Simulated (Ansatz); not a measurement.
CH5BCl3N (`C[NH2+][B-](Cl)(Cl)Cl`). Charge 0, multiplicity 1. The geometry is a stationary point of PBE0-D4/def2-TZVP. It is one conformer, not always the lowest.

```xyz
11

C    -0.599    0.429    1.144
N    -0.383    0.337   -0.313
B     0.810   -0.624   -0.823
Cl    2.356    0.036   -0.109
Cl    0.748   -0.461   -2.649
Cl    0.403   -2.311   -0.252
H    -1.427    1.104    1.358
H     0.317    0.796    1.602
H    -0.814   -0.568    1.521
H    -1.226    0.003   -0.777
H    -0.184    1.257   -0.702
```

Q: What is the dipole moment at ωB97M-V/def2-TZVPP? (Best estimate.)

A: Computed: 6.37 D, with components (-4.58, 3.65, 2.51) D in this frame, pointing from negative to positive charge.

Q: And with PBE, r2SCAN, B3LYP? (Estimate.)

A: Computed: PBE 6.18 D, r2SCAN 6.36 D, B3LYP 6.34 D.

Q: Give the Mulliken charges with ωB97M-V, PBE, r2SCAN in def2-TZVPP. (Estimate.)

A: Computed: 
```csv
atom,ωB97M-V,PBE,r2SCAN
C1,-0.24,-0.19,-0.11
N2,-0.02,-0.02,0.03
B3,0.05,0.12,0.19
Cl4,-0.18,-0.21,-0.23
Cl5,-0.19,-0.21,-0.24
Cl6,-0.18,-0.21,-0.23
H7,0.14,0.12,0.08
H8,0.15,0.12,0.10
H9,0.15,0.12,0.10
H10,0.16,0.18,0.16
H11,0.16,0.18,0.16
```

B3LYP here is the variant with VWN-RPA as its local correlation; programs differ in this.
